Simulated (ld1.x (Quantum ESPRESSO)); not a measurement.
# An odd input for ld1.x (Quantum ESPRESSO) 7.5 (K (Z = 19))

Command:

```bash
ld1.x < K.in > K.out
```

Input:

```
&input
   title='K', zed=19., rel=2, dft='PBE', iswitch=3,
   config='[Ar] 3d0 4s0 4p0', rel_dist='average',
   nld=5, rlderiv=4.55, eminld=-5.0, emaxld=5.0, deld=0.02
 /
 &inputp
   pseudotype=2, tm=.true., lloc=-1, rcloc=2.95,
   nlcc=.false.,
   file_pseudopw='K.UPF', file_wfcaegen='ae.wfc', file_wfcncgen='nc.wfc', file_beta='beta', file_chi='chi'
 /
3
3S  1  0   2.00   0.00  0.30  0.30  0.0
3P  2  1   6.00   0.00  1.65  1.65  0.0
3D  3  2   0.00   0.00  4.20  4.20  0.0
 &test
   configts(1)='3s2 3p6 3d0 4s0 4p0'
 /
```

Output (end):

```
      Generating local potential from pseudized AE potential:
      Matching radius rcloc =   2.9500

      Local pseudo, rcloc= 2.946 Estimated cut-off energy=     2.64 Ry

     Fully relativistic calculation: |psi|^2

     Wfc 3S LC norm =  0.99986412 SC norm =  0.00013588 missing  0.00000000

     Wfc 3P LC norm =  0.99989094 SC norm =  0.00010906 missing  0.00000000

     Wfc 3P LC norm =  0.99989200 SC norm =  0.00010799 missing  0.00000000

     Wfc 3D LC norm =  0.99996844 SC norm =  0.00003155 missing  0.00000001

     Wfc 3D LC norm =  0.99996857 SC norm =  0.00003049 missing  0.00000094

      Wfc   3S  rcut= 0.303  Using Troullier-Martins method

      Wfc   3P  rcut= 1.658  Using Troullier-Martins method

      Wfc   3P  rcut= 1.658  Using Troullier-Martins method

      Wfc   3D  rcut= 4.181  Using Troullier-Martins method

      Wfc   3D  rcut= 4.181  Using Troullier-Martins method

       Warning: n=1, l=0 expected 0 nodes, found 1
       Setting wfc to zero for this iteration
       (This warning will only be printed once per wavefunction)

     ------------------- End of pseudopotential generation -------------------

     Computing logarithmic derivative in   4.53502

       Warning: n=2, l=1 expected 0 nodes, found 1
       Setting wfc to zero for this iteration
       (This warning will only be printed once per wavefunction)

 %%%%%%%%%%%%%%%%%%%%%%%%%%%%%%%%%%%%%%%%%%%%%%%%%%%%%%%%%%%%%%%%%%%%%%%%%%%%%%
     Error in routine run_pseudo (1):
     Errors in PS-KS equation
 %%%%%%%%%%%%%%%%%%%%%%%%%%%%%%%%%%%%%%%%%%%%%%%%%%%%%%%%%%%%%%%%%%%%%%%%%%%%%%

     stopping ...
```

Problem. This input was made by a single change from one that runs to its end. What was changed?

Solution. The change: radius of 3S set to 0.30 bohr. The program stops in the test that follows the generation: "run_pseudo: Errors in PS-KS equation".
